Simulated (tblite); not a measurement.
Species: C5H13NSi2.
Atom-mapped SMILES: `[CH2:1]=[CH:2][CH2:3][N:4]1[SiH2:5][CH2:6][CH2:7][SiH2:8]1` (hydrogens: H9, H10 on C1; H11 on C2; H12, H13 on C3; H14, H15 on Si5; H16, H17 on C6; H18, H19 on C7; H20, H21 on Si8)

Structure optimised with GFN2-xTB, isolated species.

List the bond lengths, angles and torsions at this level.

```
                    bond  length (Å)
                   C1=C2       1.319
                   C2–C3       1.497
                   C3–N4       1.446
          N4–Si5, N4–Si8       1.735
          Si5–C6, C7–Si8       1.899
                   C6–C7       1.533
                   C1–H9       1.077
                  C1–H10       1.078
                  C2–H11       1.082
          C3–H12, C3–H13       1.095
Si5–H14 and 3 like bonds       1.469
 C6–H16 and 3 like bonds       1.090
```

Bonds in one row agree within 0.01 Å and their mean is given. A selection of angles:
```
      angle  degrees
   C2–C1–H9    122.2
  C2–C1–H10    121.5
  H9–C1–H10    116.3
   C1–C2–C3    124.6
  C1–C2–H11    120.9
  C3–C2–H11    114.4
   C2–C3–N4    110.9
  C2–C3–H12    109.7
  N4–C3–H12    109.4
 H12–C3–H13    108.5
  C3–N4–Si5    120.8
 Si5–N4–Si8    116.8
  N4–Si5–C6     96.9
 N4–Si5–H14    112.8
 N4–Si5–H15    109.1
 C6–Si5–H14    113.5
H14–Si5–H15    109.7
  Si5–C6–C7    108.7
 Si5–C6–H16    112.7
 Si5–C6–H17    109.0
  C7–C6–H16    110.8
  C7–C6–H17    109.2
 H16–C6–H17    106.3
 C7–Si8–H20    114.8
 C7–Si8–H21    112.4
```

Torsions: C1–C2–C3–N4 118° (anticlinal); C2–C3–N4–Si5 -79° (synclinal); C3–N4–Si5–C6 -174° (antiperiplanar); N4–Si5–C6–C7 -30°; Si5–C6–C7–Si8 34° (synclinal); C6–C7–Si8–N4 -23° (synperiplanar); C3–N4–Si8–C7 -170° (antiperiplanar). The mirror-image conformer, all signs reversed, is as good.

Of the pairs four or more bonds apart, H10···H12 is among the closest relative to their van der Waals radii: 2.42 Å, 101 % of the sum of Bondi's values. Si5 (SiH2 silicon) has angles from 96.9° to 114.3°. The 5-membered ring N4–Si5–C6–C7–Si8 has internal angles of 96.9° to 116.8° (sum 529°, against 540° for a flat polygon); it is puckered, 0.16 Å rms from its mean plane, widest ring torsion 34°. The 3 C–C bonds span 1.319 Å (C1=C2, drawn double) to 1.533 Å (C6–C7, drawn single), a spread of 0.214 Å. N4 (nitrogen bridging silicon atoms) is planar (angles 121.7°, 120.8° and 116.8°, sum 359.4°, 0.07 Å off the plane of its three neighbours).

Point group: C1 (no symmetry element, even within 0.4 Å). Its GFN2-xTB frequencies are all real (lowest 46 cm⁻¹). One conformer, not necessarily the lowest. 2 starts were optimised and ended at 0.00 and 0.03 kcal/mol (GFN2-xTB); the lowest of these is shown.

On Arm Neoverse V1, one thread, shared host with 32 logical CPUs at a one-minute load of 11, this took 1.5 s wall. This is the geometry optimisation.

All values are computed, not measured.
